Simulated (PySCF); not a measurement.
Structure with atom numbers: `[F:1]/[CH:2]=[CH:3]\[CH:4]=[C:5](\[F:6])[C:7]([F:8])([F:9])[F:10]`; H(Xn) means a hydrogen on atom n.

[PySCF 2.14.0 with density-fitted response routines: σ from GIAO-PBE0/pcSseg-1; structure optimised with GFN2-xTB; rapidly exchanging positions averaged; no solvent model; one computed conformer; no relativistic terms]

Task: Predict the 2D correlation tables (HSQC, COSY, HMBC).

Result: 

HSQC (one-bond C–H):
```csv
δH,δC
7.08 (H(C4)),114.9 (C4)
6.95 (H(C2)),163.0 (C2)
6.24 (H(C3)),108.7 (C3)
```

COSY cross peaks (H two or three bonds apart, from the bond graph; peaks can be absent where the dihedral angle is near 90°):
```csv
δH,δH
7.08 (H(C4)),6.24 (H(C3))
6.95 (H(C2)),6.24 (H(C3))
```

HMBC (two and three bonds, from the bond graph; two-bond peaks within aromatic rings are usually weak or absent):
```csv
δH,δC
7.08 (H(C4)),"163.0 (C2), 155.8 (C5), 129.7 (C7), 108.7 (C3)"
6.95 (H(C2)),"114.9 (C4), 108.7 (C3)"
6.24 (H(C3)),"163.0 (C2), 155.8 (C5), 114.9 (C4)"
```

δ = σ(ref) − σ, references computed at the same level: 1H, 13C against TMS.

Shifts are as computed. Against solution values, carbons near 30 ppm lie about +3 ppm off and those near 130 ppm about +5 ppm (rms about the fit 2.1 ppm; single classes can miss by 10 ppm). Of 1328 compounds with measured shifts, 309 miss one by over three times the rms of a fit or turn the order of signals round; such compounds aren't used in these exercises. Signals without a measured value on file couldn't be tested in this way; 1H shifts scatter by 0.2 ppm about their fit, and single ones miss by 0.5 ppm.
